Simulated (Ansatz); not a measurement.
B2(OH)4 (B₂O₄H₄). Charge 0, multiplicity 1. Geometry PBE-D4/def2-SVP, basis def2-TZVP, Ansatz.

```json
{"run": "A", "HOMO (eV)": "-8.15", "LUMO (eV)": "-0.52"}
{"run": "B", "HOMO (eV)": "-10.45", "LUMO (eV)": "1.43"}
{"run": "C", "HOMO (eV)": "-10.63", "LUMO (eV)": "1.72"}
{"run": "D", "HOMO (eV)": "-6.65", "LUMO (eV)": "-1.45"}
{"run": "E", "HOMO (eV)": "-6.58", "LUMO (eV)": "-1.34"}
{"run": "F", "HOMO (eV)": "-6.94", "LUMO (eV)": "-1.22"}
```

Q: The runs used PBE, PBE0, r2SCAN, revPBE, ωB97M-V, ωB97X-V. Estimate which is which.

A: A PBE0 (25 % exact exchange); B ωB97M-V (range-separated); C ωB97X-V (range-separated); D PBE (0 % exact exchange); E revPBE (0 % exact exchange); F r2SCAN (0 % exact exchange). Exact exchange lowers occupied and raises empty levels; among semilocal functionals meta-GGAs tend to open the gap a little, and such runs are hard to tell apart. The gap grows from 5.20 eV (PBE) to 12.34 eV (ωB97X-V).
